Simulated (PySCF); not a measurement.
SMILES [SiH2]Cl, doublet, CAM-B3LYP/def2-SVP optimised geometry.

```
4

Si    -0.41    -0.63     0.00
Cl    -1.08     1.33     0.00
H     -0.93    -1.33    -1.21
H      1.08    -0.63     0.00
```

Density from PySCF with unrestricted CAM-B3LYP/def2-TZVP at that geometry.

Minimum of the electron density along straight lines between bonded atoms, close to the bond critical point (lines longer than 1.1 times the sum of covalent radii, or with two minima, are not listed):

```
bond     length / Å  ρ at the minimum / e bohr⁻³  ∇²ρ there / e bohr⁻⁵  position (fraction from the first atom)
-------  ----------  ---------------------------  --------------------  ---------------------------------------
Si1–Cl2       2.068                          [?]                   [?]                                     0.37
Si1–H3        1.490                        0.122                  0.12                                     0.49
Si1–H4        1.490                        0.122                  0.12                                     0.49
```

Task: Fill in the missing entries.

Result: 
- Si1–Cl2, ρ at the minimum / e bohr⁻³: 0.097
- Si1–Cl2, ∇²ρ there / e bohr⁻⁵: 0.20
